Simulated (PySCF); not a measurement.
**Correlation energy of Al⁺ (aluminium, charge +1)**

[Ne] 3s2, closed-shell 1S. Calculation: PySCF 2.14, in cc-pV(D+d)Z (4s3p2d, 23 functions); the non-relativistic Hamiltonian (point nucleus). Frozen: [Ne]; 2 electrons correlated.

Total MP2 correlation energy: -25.33 mhartree.

Same-spin part 0.00 and opposite-spin part -25.33 mhartree; SCS-MP2 scales them by 1/3 and 6/5 to -30.40 mhartree.

With two correlated electrons CCSD is exact within the correlated space (frozen core and kept virtual orbitals).

```tsv
level	correlation energy (mhartree)
CCSD	-38.67
```

Diagnostics: T1 = 0.0078, D1 = 0.0110, largest double amplitude 0.114.

Cost of the coupled-cluster step: 0.04 s of wall time on 1 thread of Neoverse-V2 (shared host), for 2 correlated electrons.
